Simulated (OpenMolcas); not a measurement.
**Cu6+, Ag6+, Au6+: d⁵ down the group**

```yaml
Program: OpenMolcas 26.06
Method: SS-RASPT2, IPEA 0.25 Eh, imaginary shift 0.1 Eh
Basis: ANO-RCC-VQZP
Scalar_Hamiltonian: DKH2, point nucleus
Spin-orbit_coupling: state interaction with AMFI integrals over the reference wave functions, term energies averaged over their components
```

Active space for each ion: 11 electrons in 8 orbitals (RAS1 p, at most 2 holes; RAS2 d); closed shells correlated by CASPT2: Cu6+ 3s; Ag6+ 4s; Au6+ 5s.

Computed levels in cm-1 above ⁶S_5/2:

```csv
Level,Cu6+,Ag6+,Au6+
⁴G_7/2,47650,32000,27650
⁴G_11/2,47680,32240,29560
⁴G_9/2,47730,32450,31280
⁴P_1/2,53030,36590,33610
⁴D_7/2,57380,38550,38350
⁴D_1/2,57730,40580,44940
²I_11/2,69230,46310,44580
²I_13/2,69530,47710,49460
²F_7/2(1),76960,55670,64720
weight of ⁶S in the lowest level (%),100,98,76
```

Mixed levels, with the weight of the term that names them: Ag6+ ⁴P_1/2 (70 %), Ag6+ ⁴D_1/2 (71 %), Ag6+ ²F_7/2(1) (55 %), Au6+ ⁴G_7/2 (57 %), Au6+ ⁴G_11/2 (70 %), Au6+ ⁴P_1/2 (59 %), Au6+ ⁴D_7/2 (53 %), Au6+ ⁴D_1/2 (67 %), Au6+ ²I_11/2 (68 %), Au6+ ²F_7/2(1) (56 %).

Measured, with the error of the calculation in %. Measured levels: Cu6+, Ag6+ from the list in Gamrath, thesis, University of Mons (2023).

```
    Level          Cu6+          Ag6+
   ⁴G_7/2                30378 (+5.3)
  ⁴G_11/2                30662 (+5.1)
   ⁴G_9/2                30907 (+5.0)
   ⁴P_1/2  51407 (+3.2)  34605 (+5.7)
   ⁴D_7/2  55742 (+2.9)  36485 (+5.7)
   ⁴D_1/2  56210 (+2.7)  38685 (+4.9)
  ²I_11/2  67757 (+2.2)  44011 (+5.2)
  ²I_13/2  67918 (+2.4)  45546 (+4.8)
²F_7/2(1)  74408 (+3.4)
```

Without spin-orbit coupling ⁴G lies 47670, 32170, 28600 cm-1 above ⁶S in that order; the difference to the level ⁴G_7/2, of either sign, comes from spin-orbit coupling, which also lowers the zero.

Term energies are means over components that CASPT2 splits; among the terms shown or strongly mixed into the levels shown the widest spread is 200 cm-1 (5d⁵ ⁴F, Au6+). Active for correlation alone: 3p; no level in the range computed is led by a configuration that opens it, so any true level of that kind is missing (holds for Cu6+). Active for correlation alone: 4p; no level in the range computed is led by a configuration that opens it, so any true level of that kind is missing (holds for Ag6+). Active for correlation alone: 5p; no level in the range computed is led by a configuration that opens it, so any true level of that kind is missing (holds for Au6+). Computed and measured levels are paired by configuration, term and J; levels that our copy of the source lacks, or whose pairing is in doubt (as where it misses far off the trend of its configuration), stay unpaired and out of the deviations. Only configurations of the active space appear.

A number in round brackets counts repeated terms of one configuration in the order of the reference energies.
